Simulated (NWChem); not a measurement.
System: CrO$_{2}$Cl$_{2}$; SMILES [O]=[Cr](=[O])([Cl])[Cl]

Here is an NWChem input.

```
start job
memory heap 200 mb stack 900 mb global 1100 mb
geometry units angstroms noautoz
  Cr     0.000000     0.000000     0.342839
  O      0.000000    -1.256108     1.240616
  O      0.000000     1.256108     1.240616
  Cl     1.754966     0.000000    -0.862440
  Cl    -1.754966     0.000000    -0.862440
end
basis spherical
  * library def2-svp
end
dft
  xc becke88 lyp
  iterations 150
  convergence energy 1d-9 density 1d-8 gradient 1d-7
  tolerances tight
end
task dft gradient
```

Excerpt of the output:

```
             Northwest Computational Chemistry Package (NWChem) 7.3.0
             --------------------------------------------------------

 C2V symmetry detected

                             Geometry "geometry" -> ""
                             -------------------------

 Output coordinates in angstroms (scale by  1.889725989 to convert to a.u.)

  No.       Tag          Charge          X              Y              Z
 ---- ---------------- ---------- -------------- -------------- --------------
    1 Cr                  24.0000     0.00000000     0.00000000     0.35966289
    2 O                    8.0000     0.00000000    -1.25610800     1.25743989
    3 O                    8.0000     0.00000000     1.25610800     1.25743989
    4 Cl                  17.0000     1.75496600     0.00000000    -0.84561611
    5 Cl                  17.0000    -1.75496600     0.00000000    -0.84561611

 Effective nuclear repulsion energy (a.u.)     487.0186606643

      Symmetry information
      --------------------

 Group name             C2v
 Group number             16
 Group order               4
 No. of unique centers     3

                                 NWChem DFT Module
                                 -----------------

 Summary of "ao basis" -> "ao basis" (spherical)
 ------------------------------------------------------------------------------
       Tag                 Description            Shells   Functions and Types
 ---------------- ------------------------------  ------  ---------------------
 Cr                         def2-svp                11       31   5s3p2d1f
 O                          def2-svp                 6       14   3s2p1d
 Cl                         def2-svp                 8       18   4s3p1d

      Symmetry analysis of basis
      --------------------------

        a1         37
        a2         12
        b1         24
        b2         22

  itol2e modified to match energy
  convergence criterion.
  tol_rho modified to match energy
  convergence criterion.

            General Information
            -------------------
          SCF calculation type: DFT
          Wavefunction type:  closed shell.
          No. of atoms     :     5
          No. of electrons :    74
           Alpha electrons :    37
            Beta electrons :    37
          Charge           :     0
          Spin multiplicity:     1
          Use of symmetry is: on ; symmetry adaption is: on
          Maximum number of iterations: 150
          AO basis - number of functions:    95
                     number of shells:    39
          Convergence on energy requested:  1.00D-09
          Convergence on density requested:  1.00D-08
          Convergence on gradient requested:  1.00D-07

              XC Information
              --------------
                    Becke 1988 Exchange Functional  1.000
              Lee-Yang-Parr Correlation Functional  1.000

             Grid Information
             ----------------
          Grid used for XC integration:  medium
          Radial quadrature: Mura-Knowles
          Angular quadrature: Lebedev.
          Tag              B.-S. Rad. Rad. Pts. Rad. Cut. Ang. Pts.
          ---              ---------- --------- --------- ---------
          Cr                  1.40      112           9.0       590
          O                   0.60       49           8.0       434
          Cl                  1.00       88           9.0       590
          Grid pruning is: on
          Number of quadrature shells:   249
          Spatial weights used:  Erf1

      Superposition of Atomic Density Guess
      -------------------------------------

 Sum of atomic energies:       -2111.06197691

      Non-variational initial energy
      ------------------------------

 Total energy =   -2111.039745
 1-e energy   =   -3880.284569
 2-e energy   =    1282.226163
 HOMO         =      -0.441618
 LUMO         =      -0.078014

      Symmetry analysis of molecular orbitals - initial
      -------------------------------------------------

  Numbering of irreducible representations:

     1 a1          2 a2          3 b1          4 b2

  Orbital symmetries:

     1 a1          2 a1          3 b1          4 a1          5 b2
     6 a1          7 b1          8 a1          9 b2         10 a1
    11 b1         12 a1         13 b1         14 b2         15 a1
    16 b1         17 a2         18 a1         19 b2         20 a1
    21 b1         22 a1         23 b2         24 a1         25 b1
    26 a1         27 a2         28 a1         29 b2         30 b1
    31 a1         32 b1         33 b2         34 a1         35 b2
    36 a2         37 b1         38 a1         39 a2         40 b1
    41 a1         42 a1         43 b2         44 a1         45 b2
    46 a1         47 b1

[...]

                         DFT ENERGY GRADIENTS

    atom               coordinates                        gradient
                 x          y          z           x          y          z
   1 Cr      0.000000   0.000000   0.679664    0.000000   0.000000   0.024189
   2 O       0.000000  -2.373700   2.376217    0.000000   0.022920  -0.016362
   3 O       0.000000   2.373700   2.376217    0.000000  -0.022920  -0.016362
   4 Cl      3.316405   0.000000  -1.597983   -0.006556   0.000000   0.004268
   5 Cl     -3.316405   0.000000  -1.597983    0.006556  -0.000000   0.004268
```

Level: BLYP/def2-SVP. The geometry was optimised at B3LYP/6-31G* (spherical d).
